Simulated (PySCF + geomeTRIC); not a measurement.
Species: C3H8Al, SMILES `[CH2][Al]([CH3])[CH3]` (charge 0, multiplicity 2).

**Question.** Give a relaxed geometry from B3LYP-D3(BJ)/def2-TZVP (PySCF + geomeTRIC).

**Answer.** One answer among several that fit: the end point of this relaxation, one of several conformers (outside a Z-matrix the atoms follow the SMILES, hydrogens last).
Z-matrix (Å, degrees):
```
Al
C 1 1.9341
H 2 1.0886 1 124.36
H 2 1.0886 3 111.29 1 -179.99
C 1 1.9597 2 119.68 3 -179.42
H 5 1.0921 1 113.04 2 -5.68
H 5 1.0945 6 107.75 1 123.48
H 5 1.0952 6 107.42 7 113.95
C 1 1.9597 2 119.68 3 0.60
H 9 1.0921 1 113.01 2 -6.58
H 9 1.0944 10 107.77 1 123.52
H 9 1.0952 10 107.40 11 113.96
```
